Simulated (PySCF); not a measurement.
Planning a spin–spin coupling job on `B[C@]12CC[C@H]1CC2`.

Method: B3LYP/pcJ-1 indirect spin-spin coupling, non-relativistic, gas phase (PySCF 2.14.0, density-fitted response routines). Geometry: PBE0-D3(BJ)/def2-SVP. Work: spin–spin couplings from 18 perturbed nuclei, spin–dipole term for 1 of them, density fitting. The command runs a driver script over a list of jobs; the input below is this job's line of settings and its coordinates in Å.

Command:
```bash
OMP_NUM_THREADS=1 python probes_run.py task.json out
```

Input:
```
{"job": {"kind": "j", "xc": "B3LYP", "basis": "pcJ-1"}, "charge": 0, "multiplicity": 1}
B     -0.390513    -1.007462    -0.087088
C      0.091956     0.004750    -1.090437
C      1.225495    -0.311838    -2.077589
C      2.296953    -0.058211    -0.999369
C      1.250631     0.298309     0.069453
C      0.743336     1.749198     0.096729
C     -0.305753     1.486314    -1.001349
H     -1.166262    -0.671599     0.781386
H      0.070951    -2.128515    -0.091617
H      1.204394    -1.342575    -2.457344
H      1.261657     0.372050    -2.938153
H      3.005433     0.759424    -1.206834
H      2.877997    -0.953829    -0.737433
H      1.342270    -0.212945     1.041099
H      0.303436     2.020250     1.066648
H      1.520836     2.491311    -0.144796
H     -1.344646     1.647541    -0.682477
H     -0.143429     2.039279    -1.938120
```

Hardware: an Arm Neoverse V1 with one thread, no GPU, shared host. PySCF's memory limit was set to 2000 MB.

The basis has 299 functions.

Task: What wall time should be expected on this hardware?

Result: About 2.0 min. The SCF took 13 cycles.

Task: How much memory does it need at the peak?

Result: About 1.2 GiB. Peak memory is the resident size of the whole Python process, interpreter and libraries included.

Task: At this speed, how long would 20000 such jobs take on 32 cores, one job a core?

Result: 20000/32 gives 625 rounds of 2.0 min, about 21 h of wall time and 670 core-hours, if the jobs don't slow each other.

The SCF part of the output:
```
coarse grid: 14424 points
cycle   1  E = -259.9383350890  dE =  7.204e-01  |g| = 4.146e-01  |ddm| = 3.402e+00
cycle   2  E = -259.9238479107  dE =  1.449e-02  |g| = 4.848e-01  |ddm| = 8.961e-01
cycle   3  E = -259.9857134967  dE = -6.187e-02  |g| = 8.794e-02  |ddm| = 5.440e-01
cycle   4  E = -259.9872014277  dE = -1.488e-03  |g| = 3.469e-02  |ddm| = 1.045e-01
cycle   5  E = -259.9874904996  dE = -2.891e-04  |g| = 7.049e-03  |ddm| = 3.231e-02
cycle   6  E = -259.9875009471  dE = -1.045e-05  |g| = 1.831e-03  |ddm| = 6.920e-03
cycle   7  E = -259.9875017319  dE = -7.848e-07  |g| = 4.736e-04  |ddm| = 2.151e-03
final grid: 137552 points
cycle   8  E = -260.0459976295  dE = -1.344e-04  |g| = 6.856e-03  |ddm| = 4.426e-02
cycle   9  E = -260.0459836183  dE =  1.401e-05  |g| = 1.003e-02  |ddm| = 1.467e-02
cycle  10  E = -260.0460089574  dE = -2.534e-05  |g| = 7.318e-04  |ddm| = 9.117e-03
cycle  11  E = -260.0460090331  dE = -7.574e-08  |g| = 4.527e-04  |ddm| = 9.841e-04
cycle  12  E = -260.0460090805  dE = -4.744e-08  |g| = 6.193e-05  |ddm| = 3.527e-04
cycle  13  E = -260.0460090814  dE = -8.106e-10  |g| = 1.967e-05  |ddm| = 7.881e-05
converged SCF energy = -260.0460090814
```

On the final grid dE counts from the start density on that grid.

Times come from a shared host and carry two figures at best.
